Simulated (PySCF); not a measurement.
Zn₂ at revPBE

Computed with revPBE; basis Zn jorge-DZP; no relativity; PySCF 2.14.

| Item | Value |
| --- | --- |
| state | ¹Σg⁺ (singlet), closed shell |
| bond length | 2.887 Å |
| harmonic wavenumber | 72.1 cm⁻¹ |
| force constant | 0.0979 mdyn/Å |
| rotational constant Be | 0.06327 cm⁻¹ |
| anharmonicity ωexe | 3.19 cm⁻¹ |
| vibration–rotation constant αe | 0.00186 cm⁻¹ |
| well depth De to Zn + Zn | 11 kJ/mol |
| dissociation energy D0 | 11 kJ/mol |
| HOMO–LUMO gap | 3.00 eV |
| bond order (Mayer) | 0.50 |

Closed-shell solutions of metal pairs were not tested for spin polarisation, which can lower them a little. The bond is weak. Basis-set superposition, not corrected here, can be much of De in a small basis, most of all at correlated wavefunction levels. Functionals without a dispersion term scatter widely for such bonds, and LDA overbinds them.
